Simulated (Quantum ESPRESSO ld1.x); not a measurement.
Species: I32+. Configuration: [Ar] 3d3. Calculated with ld1.x of Quantum ESPRESSO 7.5: scalar-relativistic Kohn-Sham, LDA (Slater exchange, Perdew-Wang correlation), spin-polarised, spherical densities, point nucleus; open shells are filled with parallel spins first.

Normalised radial functions P(r) = r R(r), r in bohr:

r         2p down  3p down
0.001825   0.0173   0.0089
0.002283   0.0257   0.0131
0.002833   0.0375   0.0192
0.003516   0.0547   0.0280
0.004399   0.0809   0.0414
0.00546    0.1176   0.0602
0.006831   0.1726   0.0883
0.008478   0.2484   0.1269
0.01052    0.3546   0.1808
0.01316    0.5069   0.2578
0.01634    0.7054   0.3573
0.02044    0.9747   0.4906
0.02537    1.3009   0.6486
0.03148    1.6873   0.8286
0.03939    2.1280   1.0183
0.04888    2.5449   1.1671
0.06116    2.8922   1.2256
0.0759     3.0557   1.1180
0.0942     2.9732   0.7845
0.1179     2.5971   0.1771
0.1463     2.0089  -0.5953
0.183      1.3102  -1.4045
0.2271     0.7173  -1.9458
0.2819     0.3121  -2.0550
0.3526     0.0977  -1.6947
0.4377     0.0223  -1.0938
0.5476     0.0031  -0.5148
0.6796     0.0003  -0.1763
0.8434     0.0000  -0.0400

2p down: eigenvalue -6088.1 eV, 0 radial nodes, <r> = 0.102 bohr, 90 % of the charge inside 0.165 bohr. 3p down: eigenvalue -2156.0 eV, 1 radial node at r = 0.124 bohr, <r> = 0.287 bohr, 90 % of the charge inside 0.427 bohr.
